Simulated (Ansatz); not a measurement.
Basis sets compared for BaSe2. The state is a singlet with charge 0. Geometry PBE0-D4/def2-TZVP. Ansatz on 4 threads of Arm Neoverse V2 on a shared host; times are rough, and most runs start from earlier orbitals.

```xyz
3

Ba    1.683   -0.272   -0.261
Se   -0.589    0.720    1.147
Se   -1.093   -0.447   -0.885
```

In the def2 sets Ba takes a core potential; there is no spin–orbit coupling. The structure comes from a short search, and lower isomers may exist.

Binding counts from free atoms (Ba singlet, Se triplet) in the same basis, without a counterpoise term.

| level | functions | energy (Eh) | HOMO (eV) | LUMO (eV) | binding per atom (eV) | wall time |
| --- | --- | --- | --- | --- | --- | --- |
| PBE-D4/def2-SVP | 94 | -4827.3915 | -3.46 | -2.25 | 2.64 | 1.1 s |
| PBE-D4/def2-TZVP (with forces) | 136 | -4828.0092 | -3.50 | -2.31 | 2.65 | 1.9 s |
| r2SCAN-D4/def2-TZVP | 136 | -4828.6935 | -3.59 | -1.79 | 2.67 | 3.4 s |
| PBE0-D4/def2-SVP | 94 | -4827.5205 | -4.33 | -1.79 | 2.52 | 1.7 s |
| PBE0-D4/def2-TZVP | 136 | -4828.1390 | -4.36 | -1.83 | 2.56 | 2.1 s |

(1) Estimate the rows for PBE-D4/def2-TZVPD, r2SCAN-D4/def2-TZVPD, PBE0-D4/def2-TZVPD.

## Answers

(1) 
```
               level  functions  energy (Eh)  HOMO (eV)  LUMO (eV)  binding per atom (eV)  wall time
   PBE-D4/def2-TZVPD        154   -4828.0103      -3.54      -2.33                   2.65        2 s
r2SCAN-D4/def2-TZVPD        154   -4828.6945      -3.61      -1.79                   2.67      4.1 s
  PBE0-D4/def2-TZVPD        154   -4828.1400      -4.39      -1.84                   2.57      2.9 s
```
